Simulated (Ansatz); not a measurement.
Ansatz results at the PBE0-D4/def2-TZVP geometry: LUMO energy (ωB97M-V/def2-TZVPP) 1.16 eV; HOMO energy (ωB97M-V/def2-TZVPP) -9.72 eV; HOMO–LUMO gap (PBE0/def2-TZVPP) 6.82 eV.

Each molecule was computed in one conformer, which needn't be the lowest.

Q: Which molecule gave them?
A. `[SiH3]C#CS[SiH3]`
B. `BN/C=N/C=C`
C. `C#C[SiH2]S[SiH3]`
D. `F[SiH2][AlH2]`

A: C. The others give `BN/C=N/C=C`: 0.72, -8.93, 5.46; `F[SiH2][AlH2]`: -0.62, -9.65, 5.38; `[SiH3]C#CS[SiH3]`: 1.20, -9.07, 6.30.
